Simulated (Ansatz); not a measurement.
Geometry optimisation, RKS PBE/def2-SVP in Ansatz 0.2.0.

Input file:

```yaml
crystal:
  periodic: [false, false, false]
  atoms:
    - { symbol: Ge, position_ang: [0.195154, 0.0, 0.050487] }
    - { symbol: F, position_ang: [0.566261, 0.0, 1.719965] }
    - { symbol: H, position_ang: [1.717069, 0.0, -0.124582] }
    - { symbol: H, position_ang: [-0.581242, 1.281539, -0.357385] }
    - { symbol: H, position_ang: [-0.581242, -1.281539, -0.357385] }
basis:
  gaussian: { orbitals: def2-SVP }
hamiltonian:
  xc: pbe
relax:
  f_tol: 0.03
  max_steps: 50
```

Command:

```bash
$ ansatz run input.yaml --threads 1 --pin off --max-ram 2048MiB --backend cpu --events-out ev --progress --plain --runs-dir out
```

**Question.** Where does it end, and by what steps?

**Answer.** The run converged. After 4 steps the energy has fallen by 0.417 eV; H3 moved furthest, 0.28 Å.

```csv
step,energy less start (eV),largest force component (eV/Å),accepted
0,0.0000,2.345,yes
1,-0.3769,0.295,yes
2,-0.4148,0.117,yes
3,-0.4168,0.059,yes
4,-0.4171,0.007,yes
```

```xyz
5
Properties=species:S:1:pos:R:3
Ge 0.260 0.000 0.102
F 0.332 0.000 1.862
H 1.724 0.000 -0.406
H -0.500 1.285 -0.314
H -0.500 -1.285 -0.314
```

Whether the end is a true minimum wasn't checked by a vibrational analysis.

Time of the run: 3 s on 1 thread of Intel(R) Xeon(R) 6975P-C (Granite Rapids), with other jobs on the host, peak memory 0.13 GiB.
